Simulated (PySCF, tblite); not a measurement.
Species: C2H10SSi2.
Structure used (GFN2-xTB), in Å, numbered top down from 1:
```xyz
15
C2H10SSi2 angstrom
C     -0.7865   -1.2969   -0.6547
C     -0.6286   -0.0942    0.2793
Si    -0.6351    1.5397   -0.7091
Si     0.8739   -0.3170    1.4277
S      2.6741   -0.5732    0.2770
H     -1.6764   -1.1953   -1.2743
H      0.0737   -1.3878   -1.3156
H     -0.8736   -2.2251   -0.0910
H     -1.5042   -0.0640    0.9362
H     -1.8915    1.6351   -1.4537
H      0.4888    1.5571   -1.6510
H     -0.5090    2.6617    0.2221
H      0.8130   -1.5644    2.1797
H      1.0552    0.8405    2.3005
H      2.5217    0.4918   -0.4949
```

Computed with CAM-B3LYP/def2-SVPD in PySCF (dipole) on a GFN2-xTB geometry, gas phase.

Take the most abundant isotopes and a rigid rotor. The values belong to one conformer with, in the numbering `[CH3:1][C@H:2]([SiH3:3])[SiH2:4][SH:5]`, C1–C2–Si4–S5 58°, C2–Si4–S5–H 52°.

(1) What are A, B and C (GHz)?

(2) What kind of rotor is it?

(3) Is it planar, by Δ = Ic − Ia − Ib?

(4) Give the other two planar moments, Paa and Pbb, and the rms extents of the mass along the axes.

(5) Where do the levels up to J = 2 lie, in K?

(6) Predict some low-J microwave lines.

(7) Estimate the classical rotational partition function at 25 K, 50 K and 200 K.

Answers

(1) Ia = 158.63, Ib = 370.36, Ic = 402.39 u·Å²; 505379 MHz·u·Å²/I gives 3186, 1365 and 1256 MHz, that is A = 3.1860, B = 1.3646, C = 1.2560 GHz.

(2) An asymmetric top; Ray's κ = -0.887.

(3) Not planar: Δ = Ic − Ia − Ib = -126.60 u·Å². For a rigid frame Δ = −2 Σ m c², so Σ m c² = 63.30 u·Å² lies off the ab plane: 16.63 from hydrogen and 46.67 from heavier atoms. The atom farthest from that plane is 2.16 Å away.

(4) Paa = Σ m a² = (Ib + Ic − Ia)/2 = 307.06 and Pbb = Σ m b² = (Ia + Ic − Ib)/2 = 95.32 u·Å². With the mass M = 122.00 u, the rms extents √(P/M) along a, b and c are 1.59, 0.88, 0.72 Å.

(5) Above 0(0,0), as E/k:
J = 1: 1(0,1) 0.126, 1(1,1) 0.213, 1(1,0) 0.218
J = 2: 2(0,2) 0.377, 2(1,2) 0.459, 2(1,1) 0.475, 2(2,1) 0.737, 2(2,0) 0.738
The levels of one J sum to (2J + 1)J(J + 1)(A + B + C)/3.

(6) The dipole components are |μa| = 1.70 D, |μb| = 0.66 D, |μc| = 0.45 D. Intensities carry the squares of the components, which stand as 1.00 : 0.15 : 0.07 (a : b : c). Some lines, for components of 0.1 D or more:

| type | branch | J(Ka,Kc) | MHz | lower level (cm⁻¹) |
| --- | --- | --- | --- | --- |
| a | Q | 4(1,3) ← 4(1,4) | 1085 | 0.918 |
| c | Q | 4(1,4) ← 4(0,4) | 1391 | 0.872 |
| b | R | 3(1,2) ← 2(2,1) | 2557 | 0.512 |
| b | Q | 4(2,2) ← 4(1,3) | 5163 | 0.954 |
| a | R | 3(2,2) ← 2(2,1) | 7862 | 0.512 |
| b | Q | 4(3,1) ← 4(2,2) | 9325 | 1.127 |
| b | Q | 4(3,2) ← 4(2,3) | 9394 | 1.124 |
| b | R | 2(2,0) ← 1(1,1) | 10927 | 0.148 |
| c | R | 4(1,3) ← 3(0,3) | 12911 | 0.524 |
| b | R | 3(2,2) ← 2(1,1) | 13326 | 0.330 |
| c | R | 3(2,2) ← 2(1,2) | 13652 | 0.319 |
| b | R | 3(2,1) ← 2(1,2) | 13675 | 0.319 |
| c | R | 4(2,3) ← 3(1,3) | 16434 | 0.576 |
| c | R | 3(3,1) ← 2(2,1) | 17243 | 0.512 |
| b | R | 3(3,0) ← 2(2,1) | 17243 | 0.512 |
| b | R | 4(3,2) ← 3(2,1) | 19849 | 0.776 |
| c | R | 4(3,1) ← 3(2,1) | 19850 | 0.776 |
| b | R | 4(4,1) ← 3(3,0) | 23613 | 1.088 |

(7) Point group C1, symmetry number σ = 1; q = (√π/σ)·√((kT/h)³/(ABC)), k/h = 20836.6 MHz/K: 9020 at 25 K, 25500 at 50 K, 204000 at 200 K.

Its GFN2-xTB frequencies are all real (lowest 45 cm⁻¹). These are rigid-rotor constants of the computed structure; measured ground-state constants (B0) also hold zero-point vibration. A rigid rotor knows nothing of internal rotation, which can split or shift real lines.

Time: 62 s of wall time; peak memory 0.89 GiB. Hardware: one thread, Arm Neoverse N1 (aarch64), shared host with 64 logical CPUs at a one-minute load of 61. This is the CAM-B3LYP/def2-SVPD job that gave the dipole, with the excitations it also computed.
